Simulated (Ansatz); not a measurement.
A geometry relaxed with B3LYP-D3(BJ)/def2-TZVP run with Ansatz (an electronic-structure program), charge 0, multiplicity 1:

```xyz
10

C     -1.8160    -0.1919    -0.1066
F      0.0762     2.2978    -0.1995
H     -1.8781    -1.0538    -0.7725
H     -2.5050     0.5797    -0.4465
Ga     0.0169     0.5198    -0.0444
H      2.5335     0.4782     0.3909
C      1.7998    -0.2890     0.1483
H      2.0919    -0.7668    -0.7894
H     -2.1209    -0.5193     0.8897
H      1.8020    -1.0540     0.9259
```

Problem. Write the SMILES of this molecule.

Solution. `[CH3][Ga]([CH3])[F]`
